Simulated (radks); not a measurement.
Neutral cadmium inside a hard spherical wall (all orbitals vanish at R), configuration held at [Kr] 4d10 5s2 and not refilled when levels cross. Method: scalar-relativistic Kohn-Sham, LDA (Slater exchange, Perdew-Wang correlation), spin-polarised, spherical densities, point nucleus; computed with a radial shooting solver on a logarithmic mesh with Libxc functionals. Eigenvalues in eV for spin up, with the zero of energy where the potential of the charges vanishes at infinity; a dash marks a level that is unbound or too diffuse for the functional's potential to be trusted. A positive occupied level is held by the wall or, in an anion where self-interaction has pushed it up, behind a barrier. The pressure on the wall is -dE/dV.

R (bohr),E (hartree),kinetic (hartree),e(4s),e(4p),e(4d),e(5s),"e(5p, empty)","e(6s, empty)",pressure (GPa)
free,-5589.61142,5814.924,-105.84,-66.989,-11.899,-5.955,-1.326,-0.016,0
15,-5589.61142,5814.924,-105.84,-66.989,-11.899,-5.955,-1.322,0.353,< 0.0001
12,-5589.61141,5814.924,-105.84,-66.987,-11.897,-5.954,-1.302,0.822,0.000233
10,-5589.61127,5814.926,-105.83,-66.975,-11.885,-5.943,-1.232,1.640,0.00446
7,-5589.60475,5814.977,-105.54,-66.686,-11.603,-5.660,-0.488,6.154,0.398
4,-5589.28491,5816.505,-101.11,-62.320,-7.466,0.354,8.810,40.600,69.0
3.5,-5588.91968,5818.058,-97.980,-59.280,-4.558,5.397,15.615,61.815,207
3,-5588.03395,5821.647,-92.260,-53.778,0.897,15.762,28.869,99.505,714
2,-5577.68614,5860.251,-57.577,-19.372,39.040,102.38,128.74,334.44,16700
